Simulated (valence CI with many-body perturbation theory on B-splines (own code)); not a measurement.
**Questions on Kr4+**

Level of theory: configuration interaction combined with many-body perturbation theory (CI+MBPT): four valence electrons over a frozen Dirac-Fock core [Ar] 3d10, radial functions for each j: 11 s, 11 p, 9 d, 7 f, 5 g, 2 h, 1 i, with the one-electron correlation potential Σ1 (screened to all orders), the two-electron term Σ2, the three-electron term Σ3, Breit, model QED; selected single and double excitations, second order for the rest, scaled by the run's own slope (own B-spline code, finite nucleus).

Against 35 measured levels this calculation errs by 129 cm⁻¹ on average and by 744 at most. These come from a selection out of Saloman, J. Phys. Chem. Ref. Data 36, 215 (2007). Levels without a partner in it may be off by more. Among the levels kept, up to 390 cm⁻¹ of a level comes from second order outside the variational space, and about a tenth of that is noise between levels of different J, which matters for small intervals. 4 measured levels below the end of the list, from 307667 cm⁻¹ on, found no clear computed partner, and computed levels of the same name lie up to 40129 cm⁻¹ from them.

Rates and lifetimes use the calculated energies. Strong lines usually hold to 10 to 20 %, long lifetimes can be off by a factor of two.

(1) What is the ground level?

(2) Among levels below 329140 cm⁻¹, which E1 lines absorb most strongly from the ground level?

(3) How is the term 3P of the ground level split?

(4) What is the ionisation energy?

(5) Where does the other parity begin?

(6) How well does LS coupling describe the low levels?

(7) What are the static dipole polarisabilities of the lowest levels?

Results:

(1) 4s2 4p2 3P_0, composition 94 % 4s2 4p2 3P + 3 % 4s2 4p2 1S.

(2) to 4s2 4p 4d 3P°_1 at 46.76 nm, f = 2.38; to 4s 4p3 3S°_1 at 53.99 nm, f = 0.329; to 4s2 4p 5s 3P°_1 at 41.50 nm, f = 0.154.

(3) J = 0 at 0, J = 1 at 3738, J = 2 at 7587 cm⁻¹.

(4) 64.344 eV; NIST lists 64.69 ± 0.2 eV (semi-empirical).

(5) At 4s 4p3 5S°_2, 97467 cm⁻¹.

(6) Among the lowest 20 levels the leading LS term, summed over configurations, holds 90 % on average. For single configurations the figures are 82 % in LS and 66 % in jj coupling. Terms mix most in the J = 1 level at 213860 cm⁻¹, where the leading one holds 51 %.

(7) 4s2 4p2 3P_0 4.16; 4s2 4p2 3P_1 4.21 (tensor 0.066); 4s2 4p2 3P_2 4.23 (tensor -0.11); 4s2 4p2 1D_2 4.26 (tensor 0.26) bohr³, of which the core gives 0.202.
